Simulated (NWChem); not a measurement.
AlH2OF; SMILES [OH][AlH][F]

All runs: NWChem. All runs use the structure optimised with PBE0/def2-SVP. One conformer.

Diagonal of the polarisability tensor at B3LYP/def2-SVPD, static: 31.08, 30.88, 26.70 bohr³.

Q: Find the mean polarisability volume, the molar refraction, and the refractive index that an ideal gas of it would have at 273.15 K and 1 atm.

A: 
1. Mean: one third of the trace = 29.55 bohr³ × 0.14818 Å³/bohr³ = 4.38 Å³.
2. Molar refraction (Lorentz-Lorenz): (4π/3) N_A α = 11.0 cm³/mol.
3. Number density p/kT = 2.687 × 10⁻⁵ Å⁻³; n − 1 = 2π N α = 7.39 × 10⁻⁴.
4. These hold the electronic response alone: vibrational and orientational terms add to the static dielectric constant.
